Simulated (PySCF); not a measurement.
Correlation energy of Ge (germanium, neutral)

[Ar] 3d10 4s2 4p1 5s1, high-spin 3P determinant (an excited configuration). Computed with PySCF 2.14 in x2c-TZVPPall with one added diffuse shell each of s, p, d type (7s6p5d1f, 57 functions), with scalar relativity by spin-free X2C-1e. Frozen: [Ne]; 22 electrons correlated.

```json
{"level": "CCSD", "correlation energy (mhartree)": "-309.65"}
{"level": "(T)", "correlation energy (mhartree)": "-8.38"}
{"level": "CCSD(T)", "correlation energy (mhartree)": "-318.03"}
```

Diagnostics: T1 = 0.0088, D1 = 0.0348, largest double amplitude 0.077.

Problem. Is a single reference adequate?

Solution. Mostly. T1 lies below 0.03, but a double amplitude of this size points to a near-degeneracy that CCSD handles and MP2 describes poorly.

This basis was not built for core-valence correlation, so the inner-shell part is incomplete.
